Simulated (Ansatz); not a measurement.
**Low-lying states of VO**

Computed with Ansatz's Gaussian-basis code (development build). State-averaged CASSCF with equal weights; occupations are averaged over the states; levels count from the state that is lowest in CASSCF. A minimal or small basis: far from the basis limit. Solutions may break the symmetry of the shape. Lower solutions, or ones in other orbitals, may exist. The average may hold one member of a degenerate pair alone.

Geometry: bond length 1.5890 Å.

Basis def2-SVP, nonrelativistic, 10 orbitals frozen in the corrections; active space CAS(9,9). Averaged: 2 quartets.

(1) Give the levels in order.

Geometry: bond length 2.3835 Å.

Basis def2-SVP, nonrelativistic, 6 orbitals frozen in the corrections; active space CAS(9,9). Averaged: 2 quartets.

CASSCF levels: quartet 0.00, quartet 0.54 eV.

(2) How does SC-NEVPT2 move them?

## Answers

(1) 

| state | CASSCF (eV) | SC-NEVPT2 (eV) |
| --- | --- | --- |
| quartet | 0.000 | 0.000 |
| quartet | 1.408 | 1.213 |

Occupations: 1.95, 1.92, 1.92, 1.00, 1.00, 0.55, 0.50, 0.08, 0.08.

(2) quartet 0.00, quartet 0.02 eV, in the same order of listing. The lowest state stays.
